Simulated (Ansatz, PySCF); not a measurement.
Complex: HF (SMILES F) (first 2 atoms) with H2 (SMILES [H][H]); geometry from B3LYP-D3(BJ)/def2-TZVP, rigid monomers moved along the line of their centres of mass till H2···H3 is 2.26 Å.
(charge 0, multiplicity 1):
```xyz
4

F      0.06905     0.09157    -0.12666
H      0.10901     0.08216     0.79901
H      0.58078     0.07696     3.01310
H     -0.16382     0.03856     3.04597
```

Monomers are frozen at their geometry in the pair; levels with a basis set take the counterpoise correction.

Correlated levels freeze the cores. CBS: X⁻³ extrapolation of the correlation energy, Hartree–Fock from the larger set.

The values were computed with Ansatz (Gaussian basis) for Hartree–Fock, density functionals and correlated methods; PySCF for the dispersion terms. Values without a source in brackets are computed.

PBE/def2-TZVPPD gives -48.7 meV for the interaction energy.

**Question.** Predict the shift from PBE, with its sign, for: PBE-D3(BJ)/def2-TZVPPD, r2SCAN/def2-TZVPPD, B3LYP/def2-TZVPPD, wB97M-V/def2-TZVPPD, MP2/CBS(aug-cc-pVTZ, aug-cc-pVQZ), CCSD(T)/CBS(aug-cc-pVTZ, aug-cc-pVQZ).

**Answer.** PBE-D3(BJ)/def2-TZVPPD -7.6; r2SCAN/def2-TZVPPD 12.2; B3LYP/def2-TZVPPD 15.6; wB97M-V/def2-TZVPPD 8.7; MP2/CBS(aug-cc-pVTZ, aug-cc-pVQZ) 8.8; CCSD(T)/CBS(aug-cc-pVTZ, aug-cc-pVQZ) 7.4 meV. 5 of 6 lie above PBE; the widest gap is to B3LYP/def2-TZVPPD.

Ansatz is a program for electronic structure.
